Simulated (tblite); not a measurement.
C6H15PSSi.
Atom-mapped SMILES: `[CH3:1][S:2][CH2:3][P:4]([CH2:5][SiH3:6])[CH:7]1[CH2:8][CH2:9]1` (hydrogens: H10, H11, H12 on C1; H13, H14 on C3; H15, H16 on C5; H17, H18, H19 on Si6; H20 on C7; H21, H22 on C8; H23, H24 on C9)

Structure used (GFN2-xTB), in Å, numbered top down from 1:
```xyz
24
C6H15PSSi angstrom
C      3.304    0.877    2.678
S      1.923    1.606    1.751
C      1.085    0.065    1.259
P     -0.587    0.453    0.521
C     -0.004    1.275   -1.025
Si    -1.428    1.618   -2.242
C     -0.889   -1.232   -0.143
C     -2.310   -1.649   -0.395
C     -1.560   -2.235    0.754
H      2.919    0.329    3.533
H      3.875    0.222    2.025
H      3.925    1.701    3.013
H      1.720   -0.472    0.548
H      0.939   -0.540    2.157
H      0.778    0.666   -1.487
H      0.449    2.220   -0.717
H     -1.941    0.357   -2.782
H     -2.496    2.335   -1.549
H     -0.893    2.424   -3.342
H     -0.135   -1.602   -0.832
H     -2.515   -2.273   -1.252
H     -3.092   -0.936   -0.178
H     -1.834   -1.919    1.750
H     -1.246   -3.267    0.696
```

Calculated harmonic vibrations of the isolated species, GFN2-xTB (tblite), most abundant isotopes, no scaling. Errors from tens to a few hundred cm⁻¹ against measured bands are possible. Modes of hydrogen on silicon can be 10 to 20 % off. One conformer, not necessarily the lowest.

Harmonic wavenumbers (cm⁻¹): 25.6, 45.8, 50.1, 56.4, 87.8, 110.1, 131.3, 155.6, 164.6, 198.7, 227.9, 248.6, 319.3, 337.9, 503.8, 525.7, 652.8, 684.1, 711.3, 727.9, 731.2, 752.0, 770.2, 777.5, 792.9, 796.1, 805.2, 810.0, 832.0, 942.8, 946.0, 962.6, 993.5, 1010.5, 1036.5, 1053.8, 1068.4, 1070.1, 1084.2, 1132.5, 1144.9, 1152.4, 1216.0, 1316.8, 1328.9, 1400.1, 1417.8, 1435.8, 1450.0, 1452.5, 1480.4, 2247.4, 2252.1, 2279.6, 2896.1, 2928.3, 2937.0, 2956.9, 2971.3, 3018.3, 3020.5, 3064.4, 3075.4, 3077.7, 3079.0, 3095.6.

A = 1268, B = 575.2, C = 417.0 MHz; mass 178.040 u (most abundant isotopes); point group C1, symmetry number 1.

Q: What is the zero-point energy?

A: ½Σν̃ = 41014 cm⁻¹ = 490.64 kJ/mol.

Q: Give the ideal-gas entropy at 400 K and 1 bar in the rigid-rotor, harmonic-oscillator model (classical rotation).

A: Translation 179.59, rotation 134.78, vibration 268.68: S = 583.1 J/(mol K).

Q: And Cp and H(400 K) − H(0)?

A: Cp = 269.75 J/(mol K), of which vibrations give 236.49 (their classical limit is 66 R = 548.8); H(400 K) − H(0) = 64.23 kJ/mol without the zero-point energy, 50.93 from vibrations.

Q: Blend soft modes into free rotors: weight 1/[1 + (100 cm⁻¹/ν̃)⁴] for the oscillator and the rest for a rotor with moment μB/(μ + B), μ = h/(8π²ν), B = 10⁻⁴⁴ kg m². What vibrational entropy results?

A: 235.98 J/(mol K) in place of 268.68, which changes −T·S at 400 K by +13.08 kJ/mol.

Q: What must be added to the electronic energy to get the Gibbs energy at 400 K and 1 bar?

A: ZPE + [H(400 K) − H(0)] − T·S = 490.64 + 64.23 − 233.22 = 321.65 kJ/mol.

Q: How do the functions run with temperature in this model?

A: 
```tsv
T (K)	S (J/(mol K))	Cp (J/(mol K))	H − H(0) (kJ/mol)	G − H(0) (kJ/mol)	ln q(vib)
150	395.9	135.1	13.77	-45.62	6.70
250	476.6	187.3	29.79	-89.37	11.07
298.15	512.0	215.1	39.47	-113.18	13.02
600	708.7	349.9	126.77	-298.47	24.40
900	866.1	425.2	243.99	-535.53	34.51
```

q(vib) and H(0) count from the zero-point level.

Hindered rotation and anharmonicity are outside this model. Other conformers, if any are populated, would add a mixing term that is left out. The structure is chiral; the term R ln 2 for an equal mix with its mirror image is left out.

The run took 1.1 s wall on Arm Neoverse V2, one thread, shared host with 96 logical CPUs at a one-minute load of 11. The figure is for the frequency step alone.
